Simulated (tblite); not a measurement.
Species: C₄H₉PSSi.
Geometry (GFN2-xTB, Å), atoms numbered from 1 in this order:
```
atom  x, y, z in Å
C1     1.9386   -2.0466   -0.0235
C2     1.5476   -0.7941    0.1507
C3     0.1549   -0.3883    0.3585
C4    -0.3462    0.9126   -0.3326
Si5   -2.0089    0.8428   -1.2297
P6    -0.1672    1.0419    1.4652
S7     1.1393    2.0996    2.4215
H8     2.9745   -2.3005   -0.1638
H9     1.2354   -2.8636   -0.0336
H10    2.2706    0.0135    0.1566
H11   -0.5606   -1.2047    0.3821
H12    0.4497    1.4426   -0.8524
H13   -3.0302    0.4100   -0.2718
H14   -1.8758   -0.1474   -2.2971
H15   -2.2986    2.1780   -1.7424
H16   -1.4308    0.8132    2.0009
```

Method: GFN2-xTB as coded in tblite; computed harmonic values from a numerical Hessian at the method's own geometry, unscaled. Errors from tens to a few hundred cm⁻¹ against measured bands are possible. Modes of hydrogen on phosphorus and silicon can be 10 to 20 % off. One conformer, not necessarily the lowest.

Harmonic wavenumbers (cm⁻¹): 64.3, 74.8, 95.5, 114.9, 130.7, 203.8, 270.1, 301.4, 396.1, 511.3, 527.4, 558.2, 586.4, 654.7, 710.3, 751.3, 769.8, 777.0, 787.8, 810.7, 861.5, 885.5, 929.3, 963.3, 989.7, 1016.4, 1096.3, 1104.2, 1182.1, 1241.0, 1299.7, 1411.4, 1688.9, 2240.6, 2255.9, 2286.0, 2308.9, 2978.5, 3001.9, 3042.1, 3099.8, 3136.5.

A = 1526, B = 1122, C = 693.3 MHz; mass 147.993 u (most abundant isotopes); point group C1, symmetry number 1.

Zero-point energy?

½Σν̃ = 24058 cm⁻¹ = 287.80 kJ/mol.

Give the ideal-gas entropy at 298.15 K and 1 bar in the rigid-rotor, harmonic-oscillator model (classical rotation).

Translation 171.18, rotation 125.45, vibration 121.68: S = 418.3 J/(mol K).

And Cp and H(298.15 K) − H(0)?

Cp = 159.54 J/(mol K), of which vibrations give 126.28 (their classical limit is 42 R = 349.2); H(298.15 K) − H(0) = 29.04 kJ/mol without the zero-point energy, 19.13 from vibrations.

How do the functions run with temperature in this model?

| T (K) | S (J/(mol K)) | Cp (J/(mol K)) | H − H(0) (kJ/mol) | G − H(0) (kJ/mol) | ln q(vib) |
| --- | --- | --- | --- | --- | --- |
| 100 | 296.7 | 79.5 | 5.57 | -24.11 | 1.69 |
| 200 | 363.3 | 118.2 | 15.40 | -57.27 | 4.36 |
| 300 | 419.3 | 160.3 | 29.34 | -96.45 | 6.97 |
| 500 | 517.5 | 224.7 | 68.35 | -190.41 | 12.06 |
| 800 | 636.5 | 280.2 | 144.91 | -364.25 | 19.14 |
| 1000 | 701.6 | 303.6 | 203.42 | -498.22 | 23.41 |

q(vib) and H(0) count from the zero-point level.

Blend soft modes into free rotors: weight 1/[1 + (100 cm⁻¹/ν̃)⁴] for the oscillator and the rest for a rotor with moment μB/(μ + B), μ = h/(8π²ν), B = 10⁻⁴⁴ kg m². What vibrational entropy results?

112.73 J/(mol K) in place of 121.68, which changes −T·S at 298.15 K by +2.67 kJ/mol.

What must be added to the electronic energy to get the Gibbs energy at 298.15 K and 1 bar?

ZPE + [H(298.15 K) − H(0)] − T·S = 287.80 + 29.04 − 124.72 = 192.12 kJ/mol.

Which modes carry the vibrational entropy at 298.15 K?

64.3 cm⁻¹: 18.08; 74.8 cm⁻¹: 16.83; 95.5 cm⁻¹: 14.83; 114.9 cm⁻¹: 13.32; 130.7 cm⁻¹: 12.28; 203.8 cm⁻¹: 8.78 J/(mol K); the other 36 give 37.56 together.

Hindered rotation and anharmonicity are outside this model. Other conformers, if any are populated, would add a mixing term that is left out. The structure is chiral; the term R ln 2 for an equal mix with its mirror image is left out.
